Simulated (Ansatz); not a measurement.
The lowest singlet and triplet of GeH2 (SMILES [GeH2]); geometries from B3LYP-D3(BJ)/def2-TZVP, each state relaxed from the structure named, with no frequency check.
Singlet (charge 0, multiplicity 1):
```csv
atom,x (Å),y (Å),z (Å)
Ge,-0.0002,0.0661,0.0000
H,-1.1338,-1.0621,0.0000
H,1.1409,-1.0545,0.0000
```
Triplet (charge 0, multiplicity 3):
```csv
atom,x (Å),y (Å),z (Å)
Ge,-0.0001,0.0458,0.0000
H,-1.3353,-0.7361,0.0000
H,1.3395,-0.7284,0.0000
```

A positive gap puts the triplet lower; no zero-point energy. R- takes a restricted singlet. U- takes an unrestricted singlet (broken symmetry where lower, unprojected). The triplet is unrestricted in single-reference levels. Active spaces average the two states.

Cores are frozen in the correlated methods. Filled d and f shells under p-block atoms count as core.

Programs: Ansatz (a quantum-chemistry and plane-wave program). 

```csv
level,"gap E(singlet) − E(triplet), adiabatic (eV)"
U-HF/cc-pVQZ (spin-contaminated),-0.418
U-PBE/def2-TZVPP,-1.015
R-r2SCAN/def2-TZVPP,-0.782
R-MP2/cc-pVDZ,-0.788
U-MP2/cc-pVTZ (spin-contaminated),-0.725
U-SCS-MP2/cc-pVTZ (spin-contaminated),(withheld)
U-CCSD(T)/cc-pVQZ (spin-contaminated),(withheld)
"FIC-NEVPT4(SD) on SA-CASSCF(6,6)/cc-pVTZ",-1.011
"FIC-MRCISD+Q on SA-CASSCF(6,6)/cc-pVQZ",-1.021
```

Question: Complete the blanks.

Answer: 
- U-SCS-MP2/cc-pVTZ (spin-contaminated), gap E(singlet) − E(triplet), adiabatic (eV): -0.873
- U-CCSD(T)/cc-pVQZ (spin-contaminated), gap E(singlet) − E(triplet), adiabatic (eV): -0.988

Doubts at one or more of the structures used: a restricted determinant that unrestricted orbitals would lower (R-MP2/cc-pVDZ); T1 above 0.05 (U-CCSD(T)/cc-pVQZ (spin-contaminated)).
